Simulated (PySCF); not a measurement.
HOSc.

```xyz
3

Sc     0.0000     0.0000     0.5698
O      0.0000     0.0000    -1.2223
H      0.0000     0.0000    -2.1877
```

Geometry optimised at PBE-D3(BJ)/def2-TZVP. The multiplicity is an assumed one; other spin states were not compared.

All values below come from B3LYP/pcSseg-2 (PySCF). Non-relativistic, no solvent.

Computed absolute GIAO shielding of each atom: isotropic value and principal components (ppm):
| atom | σ(iso) | σ11 | σ22 | σ33 | span |
|---|---|---|---|---|---|
| Sc1 | 411.0 | -145.4 | -145.4 | 1523.9 | 1669.3 |
| O2 | 23.1 | -175.7 | -175.7 | 420.8 | 596.5 |
| H3 | 30.8 | 22.4 | 22.4 | 47.6 | 25.2 |
